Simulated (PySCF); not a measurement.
PBE0 on P⁺ (phosphorus, charge +1), [Ne] 3s2 3p1 4s1, high-spin 3P determinant (an excited configuration). Calculation: PySCF 2.14, in aug-cc-pV(5+d)Z; no relativity, point nucleus.

```
cycle= 1 E= -340.363708163835  delta_E= -0.00698  |g|= 0.0151  |ddm|= 3.97
cycle= 2 E= -340.364503694457  delta_E= -0.000796  |g|= 0.00706  |ddm|= 0.233
cycle= 3 E= -340.365240086364  delta_E= -0.000736  |g|= 0.00602  |ddm|= 0.112
cycle= 4 E= -340.36599322551  delta_E= -0.000753  |g|= 0.00545  |ddm|= 0.116
cycle= 5 E= -340.366978515376  delta_E= -0.000985  |g|= 0.00421  |ddm|= 0.202
cycle= 6 E= -340.367016361669  delta_E= -3.78e-05  |g|= 0.0048  |ddm|= 0.0946
cycle= 7 E= -340.367382181374  delta_E= -0.000366  |g|= 0.00452  |ddm|= 0.343
cycle= 8 E= -340.367442001663  delta_E= -5.98e-05  |g|= 0.00258  |ddm|= 0.0459
cycle= 9 E= -340.367468285221  delta_E= -2.63e-05  |g|= 0.000134  |ddm|= 0.0542
cycle= 10 E= -340.367468318209  delta_E= -3.3e-08  |g|= 2.08e-05  |ddm|= 0.00176
cycle= 11 E= -340.367468319931  delta_E= -1.72e-09  |g|= 7.14e-06  |ddm|= 0.000665
cycle= 12 E= -340.367468320187  delta_E= -2.56e-10  |g|= 4.03e-07  |ddm|= 0.000184
converged SCF energy = -340.367468320187  <S^2> = 2.0052155  2S+1 = 3.003475
```

Highest occupied orbital energy: -7.608 eV; ⟨L²⟩ = 3.66; populations by l: s 6.72, p 7.00, d 0.28, f 0.00.

Q: Can this result be used?

A: Not for this state. The calculation finished and met its thresholds. ⟨L²⟩ = 3.66 against 2 for a pure P term, so this real determinant mixes terms. The outer electron is Rydberg-like, and this basis confines it to a smaller radius and binds it less than a complete one would. The s, p, d and f populations moved away from the nominal configuration during the SCF.
